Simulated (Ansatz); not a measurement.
AlBH5NSe, SMILES `B[NH][AlH][SeH]`, relaxed with RKS PBE0-D4/def2-TZVP in Ansatz from a PBE-D4/def2-SVP geometry. The force threshold is 0.005 eV/Å; the program also tests the step.

Total charge 0; spin multiplicity 1.

Start:

```xyz
9

B    -1.766    0.064    0.406
N    -0.516    0.320   -0.205
Al    1.001   -0.563    0.303
Se    3.025   -0.049   -0.735
H    -2.766    0.667    0.053
H    -1.825   -0.777    1.291
H    -0.507    1.032   -0.944
H     0.964   -1.671    1.434
H     2.391    0.976   -1.604
```

Question: How much energy does the relaxation release, and in how many steps? (Estimate.)

Answer: Computed: 0.76 kcal/mol, in 6 steps, 1 of them rejected.

Question: Which bonds change most? (Best estimate.)

Answer: Computed: N2–Al3 from 1.827 to 1.800 Å; B1–H6 from 1.222 to 1.201 Å; B1–H5 from 1.220 to 1.199 Å; Se4–H9 from 1.487 to 1.469 Å.

Question: Give the relaxed structure. (Best estimate.)

Answer: Computed: 
```xyz
9

B    -1.754    0.062    0.400
N    -0.507    0.313   -0.192
Al    0.989   -0.556    0.303
Se    2.995   -0.044   -0.738
H    -2.732    0.660    0.049
H    -1.819   -0.766    1.267
H    -0.490    1.017   -0.918
H     0.955   -1.653    1.426
H     2.363    0.968   -1.597
```
